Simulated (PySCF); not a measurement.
**Structure from NMR data**

Molecular formula: C$_{7}$H$_{13}$NSi$_{2}$. Simulated spectra:

$^{1}$H NMR (400 MHz, computed): δ 8.59 (d, 1H), 5.34 (m, 1H), 4.53 (m, 2H), 3.49 (s, 3H), 3.09 (m, 1H), 1.80 (t, 1H), 1.78 (m, 2H), 1.00 (m, 2H).

$^{13}$C{$^{1}$H} NMR (computed): δ 182.2 (CH), 101.4 (CH), 91.1 (C), 49.9 (CH3), 41.8 (CH), 20.3 (CH2).

- GFN2-xTB structure
- shieldings: GIAO PBE0/pcSseg-1
- code: PySCF 2.14
- in vacuum, no relativistic terms, averaged over atoms made equivalent by symmetry, fast rotation or ring inversion, single conformer

Referencing at the same level of theory: $^{1}$H, $^{13}$C vs TMS.

Task: Deduce the structure.

Result: 
The formula gives 4 degrees of unsaturation (1 ring in the answer). 6 carbon signals for 7 carbons: some carbons are equivalent by symmetry or fast rotation. Carbon types of the structure: 1 × C, 3 × CH, 2 × CH2, 1 × CH3, leaving 3 H on heteroatoms. δC 182.2: C=N carbon. δC 101.4: terminal alkyne carbon; the triple bond shields along its axis, which puts it between sp3 and sp2 carbons. δC 91.1: alkyne carbon; sp carbons lie upfield of alkene carbons because the cylindrical π system leaves one tensor component strongly shielded. δC 49.9: methyl carbon bonded to N; pulled downfield by the heteroatom. δC 41.8: sp3 CH in a ring; aliphatic region, no heteroatom directly attached. δH 8.59: hydrogen on a C=N carbon. δH 3.49: hydrogen on a methyl carbon bonded to N; its carbon carries N, which withdraws density.

These data were computed for SMILES C#C[SiH2][Si@H]1C[C@@H](/C=N/C)C1.

This is the structure that produced the data.

Shifts are as computed. Against solution values, carbons near 30 ppm lie about +3 ppm off and those near 130 ppm about +5 ppm. Of 1211 compounds with measured shifts, 218 miss one by over three times the rms of a fit or turn the order of signals round; such compounds aren't used in these exercises. No couplings were computed; multiplicities are counted from neighbouring protons, with m where these are inequivalent, close in shift, in a saturated or five-membered ring or joined by F or P, and br s for small geminal =CH2 splittings.
